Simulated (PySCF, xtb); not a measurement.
H₃NOSi, neutral, multiplicity 1. Atoms are numbered in the order given.

```xyz
6

Si     0.6423    -0.0608     0.0000
O     -0.4218    -1.3330     0.0000
H     -1.3749    -1.1862     0.0000
N     -0.4015     1.3054     0.0000
H     -1.4139     1.3228     0.0000
H     -0.0191     2.2403     0.0000
```

Coordinates come from a r2SCAN-D4/def2-TZVP optimisation. One conformer was computed; it need not be the lowest.

Computed with C-PCM-B3LYP/def2-SVP (PySCF 2.14.0).

The values are the electrostatic part of the solvation free energy, E(continuum) − E(gas) at the gas-phase geometry, in a cavity of scaled van der Waals radii (PySCF's table); cavitation and dispersion terms are not included. In vacuum the orbital gap is 5.85 eV. The dipole moment in vacuum is 3.32 D.

| solvent | ε | ΔG(elec) (kcal/mol) | dipole (D) | gap (eV) |
|---|---|---|---|---|
| water | 78.36 | -7.0 | 4.29 | 5.92 |
| n-hexane | 1.88 | -3.0 | 3.72 | 5.88 |
| dichloromethane | 8.93 | -6.2 | 4.17 | 5.91 |

For comparison, GFN2-xTB/ALPB(water) (xtb, at the GFN2-xTB geometry, all terms of that model) gives -2.1 kcal/mol.
